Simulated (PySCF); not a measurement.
# Ionisation energy of Si²⁺ by level of theory

Si²⁺ [Ne] 3s2 → Si³⁺ [Ne] 3s1 [3s1/2^1, M_J = 1/2], as a difference of total energies. All numbers are calculated (PySCF 2.14, the two-component X2C-1e Hamiltonian, in x2c-TZVPall-2c (5s6p2d1f, 40 functions)). Correlated levels: [Ne] frozen; the 6 highest virtual spinors dropped. "Screened" scales the spin-orbit matrix elements by Boettger's factors to mimic the two-electron term; Breit and QED terms are absent.

```
                    method  ionisation energy (eV)  error (eV)
 GHF (screened spin-orbit)                  32.042      -1.451
GMP2 (screened spin-orbit)                  32.888      -0.605
```

Reference: 33.493 eV (measured; NIST Atomic Spectra Database, ionization energies).

Errors of the correlated levels include the incompleteness of this basis and the frozen core.

MP2 underrates the near-degeneracy of ns² with np² in the lower species.
